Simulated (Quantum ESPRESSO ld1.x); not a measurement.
The run below uses ld1.x (Quantum ESPRESSO 7.5).

```
 &input
    zed=68.0,
    iswitch=1,
    rel=1,
    dft='REVPBE',
    config='[Ne] 3s2 3p4 4s0 3d0',
    verbosity='high',
    prefix='ld1',
    max_out_wfc=37,
    file_charge='ld1.rho',
 /
```

Command: `OMP_NUM_THREADS=1 ld1.x < ld1.in > ld1.out`

It prints (banner and zero overlaps left out):

```
     Program LD1 v.7.5 starts

     --------------------------- All-electron run ----------------------------

     scalar relativistic calculation

     atomic number is 68.00
     dft =REVPBE   lsd =0 sic =0 latt =0  beta=0.20 tr2=1.0E-14
     Exchange-correlation= REVPBE
                           (   1   4   4   4   0   0   0)
     mesh =2105 r(mesh) = 100.73490 a.u. xmin = -8.00 dx = 0.00800
     1 Ry =  13.60569312 eV, c = 137.03599908

     n l     nl                  e(Ry)          e(Ha)          e(eV)
     1 0     1S 1( 2.00)   -4491.179216399   -2245.589608200 -61105.6061787
     2 0     2S 1( 2.00)    -972.435013910    -486.217506955 -13230.6523813
     2 1     2P 1( 6.00)    -892.517068161    -446.258534081 -12143.3133364
     3 0     3S 1( 2.00)    -383.381131267    -191.690565633  -5216.1660212
     3 1     3P 1( 4.00)    -359.305685960    -179.652842980  -4888.6029005
     4 0     4S 1( 0.00)    -202.180350545    -101.090175272  -2750.8038050
     3 2     3D 1( 0.00)    -335.791542394    -167.895771197  -4568.6766791

     final scf error:  8.8E-15 reached in  38 iterations

     Etot =  -20711.940511 Ry,  -10355.970255 Ha, -281800.306572 eV

     Ekin =   22853.422036 Ry,   11426.711018 Ha,  310936.647033 eV
     Encl =  -45579.627738 Ry,  -22789.813869 Ha, -620142.427659 eV
     Eh   =    2312.699940 Ry,    1156.349970 Ha,   31465.885674 eV
     Exc  =    -298.434750 Ry,    -149.217375 Ha,   -4060.411620 eV
```

Run on one thread of a shared host, so times are rough (Intel(R) Xeon(R) Processor @ 2.60GHz): 0.58 s of CPU time, 1.4 s wall, 38 iterations on 2105 mesh points.
